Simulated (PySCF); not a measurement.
AlF₃, singlet, at a GFN2-xTB geometry (such geometries of metal compounds can be far from the true shape); CAMB3LYP/def2-TZVP (PySCF).

The PySCF input:
```python
from pyscf import gto, scf, dft

mol = gto.Mole()
mol.atom = '''
    Al    0.000000   -0.000000   -0.000000
    F    -0.020933    1.630854    0.037916
    F     1.423183   -0.797103   -0.027175
    F    -1.402250   -0.833751   -0.010741
'''
mol.basis = 'def2-tzvp'
mol.charge = 0
mol.spin = 0
mol.verbose = 5
mol.build()

mf = dft.RKS(mol)
mf.xc = 'camb3lyp'
mf.kernel()
```

What the program printed (banner, timings and long lists left out):

```
PySCF version 2.14.0

[INPUT] verbose = 5
[INPUT] max_memory = 4000
[INPUT] num. atoms = 4
[INPUT] num. electrons = 40
[INPUT] charge = 0
[INPUT] spin (= nelec alpha-beta = 2S) = 0
[INPUT] symmetry False subgroup None
[INPUT] Mole.unit = angstrom
[INPUT] Symbol           X                Y                Z      unit          X                Y                Z       unit  Magmom
[...]
[INPUT] ---------------- BASIS SET ----------------
[INPUT] l, kappa, [nprim/nctr], expnt,             c_1 c_2 ...
[INPUT] Al
[...]
                                5668.0682165      0.0044093016538
                                1289.8582841      0.022630967411
                                364.86596028      0.088025644295
                                118.57631515      0.25223701612
                                42.024867605      0.45960547169
                                15.499501629      0.33277886014
[...]
                                23.031408972      0.087906743952
                                3.6348797649      -0.34246704535
[...]
                                0.76103394581     0.5807101647
[...]
                                107.08195049      0.018568641823
                                34.131021255      0.087216237035
                                12.587037428      0.26902101523
                                4.9811919704      0.52128324272
[...]
                                0.333                1
[...]
[INPUT] F
[...]
                                5318.4728983      0.0016700686527
                                1210.4810975      0.0086733211476
                                342.8551814       0.035049933175
                                112.01943181      0.11165320133
                                40.714740248      0.25988506647
[...]
                                6.503818674       0.24998238551
[...]
                                18.594010743      0.04430314353
                                5.6867902653      0.16867248708
                                1.9511006294      0.36166346255
[...]
nuclear repulsion = 159.358870839521
number of shells = 46
number of NR pGTOs = 201
number of NR cGTOs = 130
basis = def2-tzvp
ecp = {}

******** <class 'pyscf.dft.rks.RKS'> ********
method = RKS
initial guess = minao
damping factor = 0
level_shift factor = 0
DIIS = <class 'pyscf.scf.diis.CDIIS'>
diis_start_cycle = 1
diis_space = 8
diis_damp = 0
SCF conv_tol = 1e-09
SCF conv_tol_grad = None
SCF max_cycles = 50
direct_scf = True
direct_scf_tol = 1e-13
XC library pyscf.dft.libxc version 7.1.2
    S. Lehtola, C. Steigemann, M. J. T. Oliveira, and M. A. L. Marques,  SoftwareX 7, 1–5 (2018)
XC functionals = camb3lyp
    T. Yanai, D. P. Tew, and N. C. Handy,  Chem. Phys. Lett. 393, 51 (2004)
radial grids:
    Treutler-Ahlrichs [JCP 102, 346 (1995); DOI:10.1063/1.469408] (M4) radial grids

becke partition: Becke, JCP 88, 2547 (1988); DOI:10.1063/1.454033
pruning grids: <function nwchem_prune>
grids dens level: 3
symmetrized grids: False
atomic radii adjust function: <function treutler_atomic_radii_adjust>
small_rho_cutoff = 0
Set gradient conv threshold to 3.16228e-05
Initial guess from minao.
atom Al rad-grids = 80, ang-grids = [ 50  50  50  50  50  50  50  50  50  50  50  50  50  50  50  50  50  50
  50  50  50  50  50  86  86  86  86  86  86  86  86  86  86  86  86  86
 350 350 350 350 350 350 350 350 350 434 434 434 434 434 434 434 434 434
 434 434 434 434 434 434 434 434 434 350 350 350 350 350 350 350 350 350
 350 350 350 350 350 350 350 350]
atom F rad-grids = 75, ang-grids = [ 50  50  50  50  50  50  50  50  50  50  50  50  50  50  50  50  50  50
  50  50  50  50  86  86  86  86  86  86  86  86  86 266 266 266 266 266
 266 302 302 302 302 302 302 302 302 302 302 302 302 302 302 302 302 302
 302 302 266 266 266 266 266 266 266 266 266 266 266 266 266 266 266 266
 266 266 266]
tot_boxes 1521, boxes in each direction [11 11  7]
Padding 2 grids
tot grids = 61968
nelec by numeric integration = 39.99427428144645
[...]
  9.02445031e-01  9.02449546e-01  9.84124418e-01  9.84125815e-01
  1.00259759e+00  1.11779693e+00  1.11779802e+00  1.12718179e+00
  1.25200620e+00  1.86106038e+00  1.99650175e+00  2.02186938e+00
  2.02187055e+00  2.11293231e+00  2.11293310e+00  2.14869094e+00
  2.14869155e+00  2.24652917e+00  2.37957157e+00  2.41010601e+00
  2.41010835e+00  2.46694534e+00  2.46694586e+00  2.57078170e+00
  2.70250732e+00  2.71678536e+00  2.71678651e+00  3.28736118e+00
  3.32428034e+00  3.32428193e+00  3.40074544e+00  3.40074759e+00
  3.53830511e+00  3.62578737e+00  3.77152901e+00  3.77153072e+00
  4.02766251e+00  4.02766421e+00  4.06102672e+00  6.89734951e+00
  6.90273107e+00  6.90273788e+00  6.90699573e+00  6.90823516e+00
  6.91665858e+00  6.91986288e+00  6.91987259e+00  6.92486933e+00
  6.92487509e+00  6.93351352e+00  6.93353488e+00  6.93422849e+00
  6.93817252e+00  6.94306306e+00  6.94307891e+00  6.95109717e+00
  6.95110245e+00  6.95590888e+00  6.96222152e+00  6.96223171e+00
  7.73806197e+00  8.30206778e+00  8.35489037e+00  8.35496627e+00
  8.38789094e+00  8.38807966e+00  8.49260478e+00  8.54712512e+00
  8.57387068e+00  8.57389614e+00  8.59508804e+00  8.59511115e+00
  8.67111437e+00  8.67116306e+00  8.79235867e+00  8.87613224e+00
  9.16279450e+00  9.80092818e+00  9.80093096e+00  5.67642565e+01
  5.67642586e+01  5.68488360e+01]
nelec by numeric integration = 40.00001902491135
E1 = -1073.866434559756  E2 = 372.22583591426826  Ecoul = 422.4434729022157  Exc = -50.21763698794746
cycle= 9 E= -542.281727805967  delta_E= -2.36e-11  |g|= 6.12e-06  |ddm|= 7.79e-06
[...]
  mo_energy =
[-5.61617358e+01 -2.47509951e+01 -2.47509921e+01 -2.47509909e+01
 -4.27181559e+00 -2.82949113e+00 -2.82283143e+00 -2.82283138e+00
 -1.26647636e+00 -1.25358969e+00 -1.25358828e+00 -5.92488310e-01
 -5.49010460e-01 -5.49009756e-01 -5.28635365e-01 -5.16085649e-01
 -5.16085122e-01 -5.08283833e-01 -5.08283308e-01 -4.89631007e-01
 -2.64334035e-02  2.38728126e-02  9.98487990e-02  9.98491466e-02
  1.93987081e-01  2.28684313e-01  2.47687038e-01  2.47687695e-01
  2.88347015e-01  2.89150125e-01  2.89151704e-01  4.04428894e-01
  4.04429991e-01  5.84743068e-01  6.33343448e-01  6.47583248e-01
  6.47585150e-01  6.87465654e-01  6.87465753e-01  7.16999685e-01
  7.53304655e-01  7.53304981e-01  7.78200795e-01  7.94375238e-01
  7.94376302e-01  9.01315510e-01  9.01913537e-01  9.01914123e-01
  9.02445171e-01  9.02449292e-01  9.84124372e-01  9.84125729e-01
  1.00259754e+00  1.11779713e+00  1.11779776e+00  1.12718173e+00
  1.25200618e+00  1.86106048e+00  1.99650157e+00  2.02186918e+00
  2.02187074e+00  2.11293250e+00  2.11293265e+00  2.14869031e+00
  2.14869183e+00  2.24652899e+00  2.37957142e+00  2.41010611e+00
  2.41010792e+00  2.46694517e+00  2.46694573e+00  2.57078153e+00
  2.70250712e+00  2.71678564e+00  2.71678591e+00  3.28736092e+00
  3.32428022e+00  3.32428153e+00  3.40074613e+00  3.40074636e+00
  3.53830487e+00  3.62578714e+00  3.77152790e+00  3.77153133e+00
  4.02766162e+00  4.02766472e+00  4.06102651e+00  6.89734927e+00
  6.90273124e+00  6.90273725e+00  6.90699548e+00  6.90823492e+00
  6.91665833e+00  6.91986224e+00  6.91987272e+00  6.92486886e+00
  6.92487503e+00  6.93351418e+00  6.93353372e+00  6.93422822e+00
  6.93817224e+00  6.94306322e+00  6.94307822e+00  6.95109741e+00
  6.95110170e+00  6.95590864e+00  6.96222170e+00  6.96223106e+00
  7.73806201e+00  8.30206742e+00  8.35489130e+00  8.35496463e+00
  8.38788946e+00  8.38808044e+00  8.49260444e+00  8.54712478e+00
  8.57387155e+00  8.57389460e+00  8.59508648e+00  8.59511202e+00
  8.67111298e+00  8.67116390e+00  8.79235837e+00  8.87613191e+00
  9.16279461e+00  9.80092812e+00  9.80093106e+00  5.67642553e+01
  5.67642588e+01  5.68488355e+01]
nelec by numeric integration = 40.00001902490417
E1 = -1073.866442360516  E2 = 372.22584371503206  Ecoul = 422.4434820478038  Exc = -50.21763833277174
Extra cycle  E= -542.281727805963  delta_E= 3.87e-12  |g|= 8.37e-06  |ddm|= 5e-06
converged SCF energy = -542.281727805963
```
